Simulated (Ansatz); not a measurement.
A set of 12 reactions (ligand exchange), with CCSD(T)/CBS values in kJ/mol:

| reaction | ΔE |
| --- | --- |
| `[OH][Al]([Cl])[Br]` + HBr → `[OH][Al]([Br])[Br]` + HCl | -1.0 |
| `[F][GeH2][CH2][GeH3]` + `CN[SiH2]O` → `C[N]([GeH3])[SiH2]O` + `[CH3][GeH2][F]` | -18.5 |
| `BO[SiH2][GeH2][F]` + `BCS` → `BC[S][GeH2][F]` + `BO[SiH3]` | -55.4 |
| `C[NH][GaH][CH3]` + `NCF` → `[CH3][GaH][NH]CF` + CH₃NH₂ | 2.0 |
| `CC[Si]O[SiH3]` + H₂S → `CC[Si]S` + `O[SiH3]` | 33.5 |
| `C[N]([SiH3])[GeH3]` + `[OH][Ga]([OH])[OH]` → `[OH][Ga]([OH])[O][SiH3]` + `C[NH][GeH3]` | -42.8 |
| `F[Si]1(Cl)C[SiH2]1` + H₂S → `F[Si]1(S)C[SiH2]1` + HCl | 33.3 |
| `F[SiH]([SiH3])[SiH3]` + `CN[SiH2]Cl` → `CN([SiH3])[SiH2]Cl` + `F[SiH2][SiH3]` | -53.2 |
| `O[Si](O)(O)O[SiH2]F` + `N=C(N)S` → `N=C(S)N[SiH2]F` + `O[Si](O)(O)O` | 57.3 |
| `C[N]([GeH3])[SiH2]F` + `[SiH3]N[SiH3]` → `F[SiH2]N([SiH3])[SiH3]` + `C[NH][GeH3]` | 4.3 |
| `N[SiH2][Al]([OH])[Cl]` + `N[SiH](O)Cl` → `N[SiH2]O[SiH](N)Cl` + `[OH][AlH][Cl]` | -132.4 |
| `C[O][Al]([F])[Cl]` + CH₃OH → `C[O][Al]([Cl])[O]C` + H–F | 46.5 |

Calculated with Ansatz (gas phase, PBE0-D4/def2-TZVP geometries, no zero-point term in ΔE). CCSD(T)/CBS adds triple-zeta CCSD(T) − MP2 to the extrapolated MP2 energy (def2 sets, frozen cores). This one scheme is used for every species. DFT in def2-TZVPP. B3LYP here is the variant with VWN-RPA as its local correlation; programs differ in this. For Br, Ga, Ge outer-core shells are correlated without core-valence functions, which leaves a few kJ/mol of doubt a bond. Scalar relativity is left out up to krypton. Each species was taken in one conformer, which may not be the lowest.

Task: Give the mean, mean absolute and largest difference (level minus CCSD(T)/CBS, kJ/mol) for: r2SCAN-D4, B3LYP-D4, ωB97X-V, ωB97M-V, r2SCAN, PBE0, B3LYP, HF/def2-TZVPP, MP2/def2-TZVPP, SCS-MP2/def2-TZVPP, HF/def2-QZVPP, MP2/def2-QZVPP, SCS-MP2/def2-QZVPP, MP2/CBS(def2). (Best estimate.)

Result: Ansatz gave: 
```json
{"level": "r2SCAN-D4", "mean": "1.1", "mean absolute": "3.1", "largest": "10.2"}
{"level": "B3LYP-D4", "mean": "1.2", "mean absolute": "2.5", "largest": "4.5"}
{"level": "ωB97X-V", "mean": "1.3", "mean absolute": "2.0", "largest": "4.6"}
{"level": "ωB97M-V", "mean": "0.2", "mean absolute": "1.5", "largest": "-5.6"}
{"level": "r2SCAN", "mean": "1.5", "mean absolute": "3.6", "largest": "11.1"}
{"level": "PBE0", "mean": "3.5", "mean absolute": "6.5", "largest": "22.2"}
{"level": "B3LYP", "mean": "3.2", "mean absolute": "5.1", "largest": "10.3"}
{"level": "HF/def2-TZVPP", "mean": "-0.8", "mean absolute": "9.1", "largest": "-22.6"}
{"level": "MP2/def2-TZVPP", "mean": "-2.8", "mean absolute": "3.4", "largest": "-10.7"}
{"level": "SCS-MP2/def2-TZVPP", "mean": "-2.2", "mean absolute": "3.8", "largest": "-11.4"}
{"level": "HF/def2-QZVPP", "mean": "-0.7", "mean absolute": "10.1", "largest": "-23.5"}
{"level": "MP2/def2-QZVPP", "mean": "-2.7", "mean absolute": "3.2", "largest": "-10.3"}
{"level": "SCS-MP2/def2-QZVPP", "mean": "-2.0", "mean absolute": "3.8", "largest": "-10.8"}
{"level": "MP2/CBS(def2)", "mean": "-2.7", "mean absolute": "3.3", "largest": "-9.2"}
```

The largest T1 diagnostic in the set is 0.014, for `[OH][Ga]([OH])[OH]` (customary mark 0.02).

CCSD(T)/CBS is a level of theory with its own doubt, and the functionals carry their triple-zeta basis error, so these figures describe this set and don't rank the functionals.
